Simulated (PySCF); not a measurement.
## Broadened absorption spectrum of C6H9NSi

C6H9NSi.
Numbering: `[CH3:1][SiH2:2][c:3]1[cH:4][cH:5][cH:6][cH:7][n:8]1` (hydrogens: H9, H10, H11 on C1; H12, H13 on Si2; H14 on C4; H15 on C5; H16 on C6; H17 on C7)

Method: TDDFT wB97X-D/def2-SVPD, vertical, gas phase, core orbitals frozen in the response in PySCF 2.14.0, density-fitted response routines. The structure is a single PBE0-D3(BJ)/def2-SVP conformer in the gas phase; no vibrational or solvent corrections. Torsions of this conformer, `[CH3:1][SiH2:2][c:3]1[cH:4][cH:5][cH:6][cH:7][n:8]1`: C1–Si2–C3–C4 -131°.

Broadening: Gaussians 0.5 eV wide at half height, area fixed by f = 4.319×10⁻⁹ ∫ε dν̃. The width is an assumption, not a result. The curve ends short of the highest state used, and states not computed would add to its high-energy end.

(E (eV), ε (L mol⁻¹ cm⁻¹)): (3.92, 1), (4.01, 2), (4.10, 7), (4.19, 20), (4.28, 48), (4.37, 94), (4.45, 148), (4.54, 209), (4.63, 247), (4.72, 250), (4.81, 234), (4.90, 257), (4.99, 416), (5.08, 829), (5.17, 1565), (5.26, 2543), (5.35, 3474), (5.44, 3974), (5.53, 3811), (5.62, 3100), (5.71, 2250), (5.80, 1737), (5.89, 1876), (5.98, 2699), (6.07, 3913), (6.16, 4973), (6.25, 5340), (6.34, 4813), (6.43, 3678), (6.52, 2553), (6.61, 2171), (6.70, 3384), (6.79, 7299), (6.88, 15034), (6.97, 26708), (7.06, 40185)

**Question.** Locate the maxima and give the states behind the curve.

**Answer.** 265 nm (4.68 eV), ε about 250, made up of S1 (98%); 227 nm (5.46 eV), ε about 4000, made up of S3 (100%); 199 nm (6.24 eV), ε about 5300, made up of S4 (100%) (ε in L mol⁻¹ cm⁻¹; maxima over ε = 5, shares over 10%). At its high-energy end, 7.06 eV, the curve is still rising (ε about 40000, from S6 and S7). The states used: S1 4.67 eV (f 0.0046); S2 5.08 eV (f 0.0000); S3 5.46 eV (f 0.074); S4 6.24 eV (f 0.099); S5 6.88 eV (f 0.0023); S6 7.16 eV (f 0.312); S7 7.26 eV (f 0.710); S8 7.33 eV (f 0.011); S9 7.53 eV (f 0.0031); S10 7.66 eV (f 0.0034).

**Question.** On this curve, what absorbance would a 10⁻³ mol/L sample give at 193 nm over a 1 cm path?

**Answer.** 193 nm is 6.424 eV, where ε is about 3800 L mol⁻¹ cm⁻¹, so A = ε c l ≈ 3.8 (Beer–Lambert, with the gas-phase spectrum and the assumed width).

**Question.** Coming from long wavelengths, where does ε first pass 100 L mol⁻¹ cm⁻¹?

**Answer.** At about 283 nm (4.38 eV), 0.28 eV below S1.

**Question.** What would ε be at 6.24 eV, the highest of these maxima, with half the width (0.25 eV)?

**Answer.** About 10700 L mol⁻¹ cm⁻¹ against 5340, a factor of about 2.00; a lone state at its own centre would give exactly 2.

The vertical ionisation energy (ΔSCF) is 9.16 eV, 1.50 eV above S10.
